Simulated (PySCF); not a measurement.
TcF₄: tetrahedral to square-planar path

Level of theory: UB3LYP in PySCF with Tc def2-SVP with ECP28, F def2-SVP; scalar-relativistic core potentials, no spin–orbit coupling; density-fitted integrals.

Rigid scan from the quartet minimum (Tc–F 1.843 Å (×4); F–Tc–F 90.0° (×4), F–Tc–F 180.0° (×2)). Coordinate: D2d path, angle between each bond and the S4 axis (54.74 tetrahedral, 90 square planar), bonds fixed. Energies in kJ/mol from the minimum.

Problem. Predict the curve at 45.0, 50.0, 54.7, 60.0, 66.0, 72.0, 78.0, 84.0, 90.0.

Solution. 
| angle of the bonds to the S4 axis (°) | E (kJ/mol) | ⟨S²⟩ |
| --- | --- | --- |
| 45.0 | 158.7 | 3.76 |
| 50.0 | 111.6 | 3.76 |
| 54.7 | 269.8 | 3.76 |
| 60.0 | 190.4 | 3.76 |
| 66.0 | 112.1 | 3.76 |
| 72.0 | 54.3 | 3.76 |
| 78.0 | 19.5 | 3.76 |
| 84.0 | 3.8 | 3.76 |
| 90.0 | 0.0 | 3.76 |

Other spin states or occupations of the open shell can lie lower.
